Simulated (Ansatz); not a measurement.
`O[SiH2][SiH](F)Cl` and `F[SiH](Cl)C[SiH3]` differ in one atom or group.

Ansatz, PBE0-D4/def2-TZVP geometries, multiplicity 1. Each molecule was computed in one conformer, which needn't be the lowest.

| property | `O[SiH2][SiH](F)Cl` |
| --- | --- |
| HOMO–LUMO gap (PBE0/def2-TZVPP) / eV | 7.03 |
| HOMO energy (ωB97M-V/def2-TZVPP) / eV | -10.16 |
| size of the dipole moment (PBE/def2-TZVPP) / D | 0.73 |
| LUMO energy (B3LYP/def2-TZVPP) / eV | -1.24 |
| HOMO–LUMO gap (B3LYP/def2-TZVPP) / eV | 6.67 |
| HOMO–LUMO gap (ωB97M-V/def2-TZVPP) / eV | 10.87 |

Question: Give the same properties after the change, and the shifts. (Best estimate.)

Answer: The calculation gave: 
```
                                      property  `F[SiH](Cl)C[SiH3]`  shift
          HOMO–LUMO gap (PBE0/def2-TZVPP) / eV                 9.14   2.11
         HOMO energy (ωB97M-V/def2-TZVPP) / eV               -11.07  -0.91
size of the dipole moment (PBE/def2-TZVPP) / D                 1.77   1.04
           LUMO energy (B3LYP/def2-TZVPP) / eV                 0.07   1.31
         HOMO–LUMO gap (B3LYP/def2-TZVPP) / eV                 8.71   2.04
       HOMO–LUMO gap (ωB97M-V/def2-TZVPP) / eV                12.96   2.09
```

With PBE0 the HOMO falls by 0.79 eV and the LUMO rises by 1.32 eV, so the gap widens by about 2.11 eV. PBE moves the HOMO by -0.74 eV and ωB97M-V by -0.91 eV. Dipoles are sizes alone; their direction can turn.

B3LYP here is the variant with VWN-RPA as its local correlation; programs differ in this.
